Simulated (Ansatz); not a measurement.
`C1=N[AsH]1` from Hartree–Fock to CCSD(T)

```xyz
5

C    -0.031   -0.144   -0.732
N    -1.147    0.092   -0.261
As    0.320    0.963    0.806
H     0.349   -0.697   -1.587
H     0.509   -0.213    1.774
```

Charge 0, multiplicity 1. Correlated methods include outer-core shells of As, which these sets cover unevenly. Scalar relativity is left out up to krypton. The structure was optimised at the PBE0-D4/def2-TZVP level. Frozen core, restricted reference, Ansatz 0.2.0.

```
     basis      HF (Eh)  MP2 corr.  CCSD corr.       (T)  CCSD(T) total
  def2-SVP            ?   -0.53026    -0.54089         ?              ?
def2-TZVPP            ?          ?    -0.62980  -0.03261              ?
def2-QZVPP  -2327.68979   -0.93037           –         –              –
```

Q: Fill in the withheld values. (An estimate is asked.)

A: The calculation gave: def2-SVP HF (Eh): -2327.24546; def2-SVP (T): -0.02267; def2-SVP CCSD(T) total: -2327.80902; def2-TZVPP HF (Eh): -2327.64047; def2-TZVPP MP2 corr.: -0.62468; def2-TZVPP CCSD(T) total: -2328.30288.
